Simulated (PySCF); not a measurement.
CH3F3OSi, SMILES F[Si](CO)(F)F.

Geometry: B3LYP-D3(BJ)/def2-SVP. One conformer was computed; it need not be the lowest.

Level of theory: PySCF with B3LYP-D3(BJ)/def2-SVP.

Frequencies are harmonic and unscaled.

Computed vibrational spectrum:
| mode | ν (cm⁻¹) | IR (km/mol) | moving atoms (share of kinetic energy) |
|---|---|---|---|
| 1 | 70 | 5.6 | O 37 %, F 32 %, H 19 %, C 9 % |
| 2 | 119 | 3.3 | F 51 %, O 36 % |
| 3 | 192 | 7.8 | F 49 %, H 31 %, C 17 % |
| 4 | 262 | 7.7 | F 67 %, O 20 %, C 8 % |
| 5 | 302 | 28.2 | F 76 %, Si 15 % |
| 6 | 333 | 13.8 | F 58 %, Si 16 %, O 11 %, C 9 % |
| 7 | 364 | 187.0 | H 68 %, F 11 %, O 9 % |
| 8 | 423 | 22.1 | F 40 %, Si 24 %, H 18 %, C 11 % |
| 9 | 674 | 0.8 | C 43 %, F 38 %, H 13 % |
| 10 | 771 | 5.7 | H 62 %, C 28 %, F 10 % |
| 11 | 881 | 177.0 | F 45 %, Si 42 % |
| 12 | 974 | 157.6 | Si 50 %, F 48 % |
| 13 | 987 | 185.7 | Si 50 %, F 45 % |
| 14 | 1071 | 90.8 | O 45 %, C 41 %, H 11 % |
| 15 | 1158 | 34.8 | H 94 % |
| 16 | 1306 | 4.1 | H 73 %, C 24 % |
| 17 | 1380 | 30.1 | H 82 %, C 10 % |
| 18 | 1445 | 5.2 | H 94 % |
| 19 | 2983 | 28.5 | H 94 % |
| 20 | 3087 | 5.7 | H 92 %, C 8 % |
| 21 | 3805 | 45.5 | H 94 % |
